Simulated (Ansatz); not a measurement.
Z-matrix (Å, degrees):
```
C
B 1 1.552
H 1 1.094 2 111.6
H 1 1.098 2 108.5 3 -115.1
H 1 1.092 2 114.6 3 124.4
C 2 1.536 1 131.8 3 -133.1
Si 2 2.030 1 139.7 3 49.0
C 6 1.356 2 101.7 1 -178.4
H 6 1.089 2 133.4 1 1.5
H 7 1.491 2 123.0 1 71.8
H 7 1.491 2 122.7 1 -75.5
F 8 1.324 6 124.8 2 179.7
```

The species carries charge 0 and has multiplicity 1.

(1) List the PBE/def2-TZVPP orbital energies in eV (the Gaussian-basis code of Ansatz). (An estimate is asked.)

## Answers

(1) Computed: Occupied: -1779.29, -660.97, -271.56, -269.00, -268.42, -177.02, -137.07, -93.83, -93.78, -93.75, -31.27, -19.68, -17.30, -14.91, -14.03, -11.87, -11.66, -11.28, -10.59, -9.91, -9.84, -8.53, -8.12, -7.50, -7.07, -6.32. Lowest empty: -2.54, -0.86, -0.51, 0.20, 0.91, 1.03, 1.22, 1.87.
